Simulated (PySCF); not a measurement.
# Excitation energy of Ti²⁺ by level of theory

Ti²⁺ [Ar] 3d2 (3F) → Ti²⁺ [Ar] 3d1 4s1 (3D), as a difference of total energies. Computed with PySCF 2.14 in dyall-av2z (16s12p7d2f, 101 functions), with the non-relativistic Hamiltonian (point nucleus). Correlated levels: valence: [Ar] frozen; virtual orbitals above 40 to 60 times the deepest correlated orbital energy dropped. The calculations carry no spin-orbit coupling.

| method | excitation energy (cm⁻¹) |
| --- | --- |
| UHF | 39710 |
| LDA | 42222 |
| PBE | 42688 |
| PBE0 | 43259 |
| r2SCAN | 45206 |
| B3LYP | 42495 |
| wB97X-V | 43682 |
| TPSS | 45397 |
| PW91 | 43158 |

Q: Estimate what MP2 (valence) gives.

A: 39997 cm⁻¹, closest to UHF among the rows shown.

Q: Estimate what SCS-MP2 (valence) gives.

A: 39806 cm⁻¹, closest to UHF among the rows shown.
